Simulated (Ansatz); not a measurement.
Cost and result for the atomization energy of C2H5GaO (9 atoms, 8 bonds).

```xyz
9

C    -0.501    0.425    0.201
C     0.943    0.247   -0.219
Ga   -1.632   -2.506    0.062
O    -1.203   -0.777    0.207
H    -0.540    0.873    1.204
H    -0.998    1.131   -0.478
H     1.461   -0.430    0.464
H     1.469    1.206   -0.214
H     1.001   -0.170   -1.227
```

The species carries charge 0 and has multiplicity 1. Correlated methods include outer-core shells of Ga, which these sets cover unevenly. Scalar relativity is left out up to krypton. The bonds changed during the relaxation, so this is another structure than the one it started from. The geometry is a stationary point of PBE0-D4/def2-TZVP. Program: Ansatz. All runs use 2 threads of an Arm Neoverse V1 on a shared host. Times are those of one run each, without the atoms' runs, and a repeat can differ threefold. Electronic energies, without spin–orbit coupling; frozen cores. CCSD(T)/CBS adds CCSD(T) − MP2 in def2-TZVPP to the MP2 limit, and its time is that of the two runs behind it. T1 = 0.016. With those shells the extrapolation isn't a true limit. B3LYP takes the VWN-RPA correlation (the form of Gaussian; ORCA's B3LYP/G).

CCSD(T)/CBS is a level of theory with its own doubt, some kJ/mol a heavy atom from the limit and from the frozen cores, so smaller differences don't rank the functionals.

```csv
level,functions,wall time,atomization (kJ/mol),difference from CCSD(T)/CBS,per bond
LDA (SPW92)/def2-TZVPP,211,1.7 s,3833.9,487.3,60.9
revPBE-D4/def2-TZVPP,211,2.9 s,3327.3,-19.3,-2.4
BHLYP-D4/def2-TZVPP,211,4 s,3238.0,-108.6,-13.6
CAM-B3LYP-D4/def2-TZVPP,211,4.6 s,3358.5,11.9,1.5
B3LYP-D4/def2-TZVPP (with forces),211,6 s,3341.6,-5.0,-0.6
r2SCANh-D4/def2-TZVPP,211,7 s,3326.3,-20.3,-2.5
B2PLYP/def2-TZVPP,211,7.5 s,3311.3,-35.3,-4.4
CCSD(T)/def2-SVP,99,7.5 s,3194.1,-152.5,-19.1
B97M-V/def2-TZVPP,211,13 s,3341.3,-5.3,-0.7
ωB97M-V/def2-TZVPP (with forces),211,15 s,3344.3,-2.3,-0.3
MP2/def2-QZVPP,410,30 s,3367.1,20.5,2.6
CCSD(T)/def2-TZVPP,211,2.4 min,3265.1,-81.5,-10.2
CCSD(T)/CBS(def2),–,2.9 min,3346.6,0.0,0.0
```

At CCSD(T), def2-SVP lies −152.4 kJ/mol from the extrapolated value and def2-TZVPP −81.5 kJ/mol: correlation converges slowly with the basis, and small sets miss more of it in the bonded molecule than in its fragments. The D4 term adds +26.6 kJ/mol with B3LYP and +13.9 kJ/mol with PBE0; it sums over pairs of atoms, weighted by their polarisabilities, and B3LYP, whose exchange is more repulsive, gets the larger term. From r2SCAN to r2SCAN0 (25 % exact exchange), in def2-TZVPP and without D4, the atomization energy moves by −57.0 kJ/mol: exact exchange takes away binding that semilocal exchange gives to molecules.
